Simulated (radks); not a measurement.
Ionisation of neutral technetium, [Kr] 4d5 5s2, to [Kr] 4d5 5s1 as the strength of local exchange is varied. Calculated with a radial shooting solver on a logarithmic mesh with Libxc functionals: scalar-relativistic Kohn-Sham, Slater X-alpha exchange (alpha = 2/3 is LDA exchange), no correlation, spin-unpolarised, spherical densities, point nucleus.

| alpha | E(Tc) (hartree) | exchange (hartree) | IE (eV) | -e of the level emptied (eV) | <r> of it (bohr) |
|---|---|---|---|---|---|
| 0.617 | -4268.34538 | -110.62229 | 7.132 | 4.042 (5s) | 3.387 |
| 0.646 | -4273.55664 | -115.96012 | 7.308 | 4.200 (5s) | 3.361 |
| 0.667 | -4277.33419 | -119.83316 | 7.436 | 4.316 (5s) | 3.342 |
| 0.766 | -4295.18660 | -138.17896 | 8.056 | 4.880 (5s) | 3.259 |
| 0.784 | -4298.44027 | -141.53000 | 8.172 | 4.985 (5s) | 3.244 |
| 0.891 | -4317.83095 | -161.54790 | 8.872 | 5.632 (5s) | 3.159 |

NIST Atomic Spectra Database: 7.119 eV (measured). The central value is not met in this range of alpha. Spin polarisation and multiplet splitting are left out, so open shells lie too high by an amount that depends on their filling.

Beside tabulated values, note that spin-unpolarised runs miss the spin-polarisation part of the exchange energy of open shells.
